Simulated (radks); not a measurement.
All-electron atom: Ti V in [Ne] 3s1.5 3p6 4p0.5 (fractional occupations, a model configuration). Calculated with a radial shooting solver on a logarithmic mesh with Libxc functionals: scalar-relativistic Kohn-Sham, r2SCAN, spin-polarised, spherical densities, finite nucleus; open shells are filled with parallel spins first; meta-GGA in the generalised Kohn-Sham scheme; Fermi nuclear charge, rms radius 3.5921 fm.

Radial electron density D(r) = 4 pi r^2 rho(r):

| r (bohr) | D(r) (e/bohr) | spin D(r) |
|---|---|---|
| 0.002982 | 0.7537 | 0.00231 |
| 0.003852 | 1.202 | 0.00368 |
| 0.005016 | 1.924 | 0.00587 |
| 0.006479 | 2.990 | 0.00911 |
| 0.008437 | 4.620 | 0.0140 |
| 0.0109 | 6.874 | 0.0207 |
| 0.01419 | 10.02 | 0.0298 |
| 0.01848 | 13.99 | 0.0408 |
| 0.02387 | 18.34 | 0.0515 |
| 0.03108 | 22.62 | 0.0594 |
| 0.04015 | 25.48 | 0.0593 |
| 0.05228 | 26.01 | 0.0473 |
| 0.06753 | 23.98 | 0.0275 |
| 0.08794 | 20.85 | 0.0161 |
| 0.1145 | 19.75 | 0.0442 |
| 0.1479 | 22.48 | 0.122 |
| 0.1926 | 26.98 | 0.208 |
| 0.2488 | 27.54 | 0.195 |
| 0.324 | 21.08 | 0.0621 |
| 0.4185 | 12.10 | 0.00389 |
| 0.5449 | 7.473 | 0.255 |
| 0.7096 | 8.506 | 0.660 |
| 0.9166 | 9.057 | 0.710 |
| 1.193 | 6.022 | 0.380 |
| 1.542 | 2.412 | 0.161 |
| 2.007 | 0.6690 | 0.214 |
| 2.593 | 0.3016 | 0.256 |
| 3.377 | 0.1444 | 0.143 |
| 4.397 | 0.03201 | 0.0320 |
| 5.68 | 0.002668 | 0.00267 |

D(r) has 3 maxima, at r = 0.0483, 0.224, 0.846 bohr, and minima at 0.109, 0.572 bohr, inside which lie 2.14, 10.37 electrons.
